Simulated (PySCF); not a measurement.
**A basis-limit estimate, worked out**

An elementary step of BH$_{3}$SF$_{2}$, singlet (BHSF₂ ([F][B]([F])[SH]) + H₂ → BHF₂ ([F][BH][F]) + H₂S; bonds formed: B1–H6, S2–H5; bonds broken: B1–S2, H5–H6). “Start” is the structure reached by relaxing down from the saddle towards the reactants; PBE0-D4/def2-TZVP structures. The saddle:

B1  (-0.603, -0.215, -0.032)
S2  (1.185, 0.355, -0.886)
F3  (-1.189, -1.126, -0.819)
F4  (-1.293, 0.846, 0.407)
H5  (0.732, -0.488, 0.450)
H6  (-0.086, -0.850, 1.031)
H7  (1.255, 1.478, -0.151)
(Å)

Computed with PySCF 2.14 with density fitting (its default auxiliary sets; JK sets also for MP2 and CCSD(T)) (basis: def2-TZVPP and def2-QZVPP); correlated methods freeze the cores.

Energies in eV:

| quantity | saddle | start |
| --- | --- | --- |
| Hartree–Fock, triple zeta (X = 3) | -16952.40456 | -16954.84635 |
| Hartree–Fock, quadruple zeta (X = 4) | -16952.98712 | -16955.43618 |
| MP2 correlation, X = 3 | -22.32511 | -21.68304 |
| MP2 correlation, X = 4 | -24.34163 | -23.68015 |
| CCSD(T) correlation, X = 3 | -23.84692 | -23.23096 |

Question: Work out the barrier at the basis limit: extrapolate Hartree–Fock as E(X) = E∞ + A exp(−7.88 √X) and the MP2 correlation as E(X) = E∞ + B X^−2.97 (the exponents that Neese and Valeev fitted for def2-TZVPP and QZVPP), then add CCSD(T) − MP2 in triple zeta.

Answer: Each step is linear, so take the differences first (saddle − start): Hartree–Fock 2.44179 (X = 3) and 2.44906 (X = 4); MP2 correlation -0.64207 and -0.66148; CCSD(T) correlation -0.61596.
Two points give E∞ = E(4) + w [E(4) − E(3)], with w = 1/(exp(7.88 (2 − √3)) − 1) = 0.1377 for Hartree–Fock and w = 1/((4/3)^2.97 − 1) = 0.7407 for the correlation.
Hartree–Fock: 2.44906 + 0.1377 × 0.00727 = 2.4501 eV.
MP2 correlation: -0.66148 + 0.7407 × (-0.01941) = -0.6759 eV.
CCSD(T) − MP2: -0.61596 − (-0.64207) = 0.0261 eV.
Sum: 2.4501 + (-0.6759) + 0.0261 = 1.8003 eV, or 41.52 kcal/mol. Plain CCSD(T) in triple zeta gives 1.8258 eV, so the larger basis shifts the result by -0.0255 eV.

No T1 diagnostic of these runs exceeds 0.013.

Labels in which every atom is bracketed show which atoms are joined, not bond orders.

For scale, one of the runs: CCSD(T)/def2-TZVPP, 177 basis functions, launched by `OMP_NUM_THREADS=4 python run.py`. Time: 100 s of wall clock on 4 CPU threads of an Intel Xeon 6975P-C; the host was shared. Peak host memory: 2 GiB.
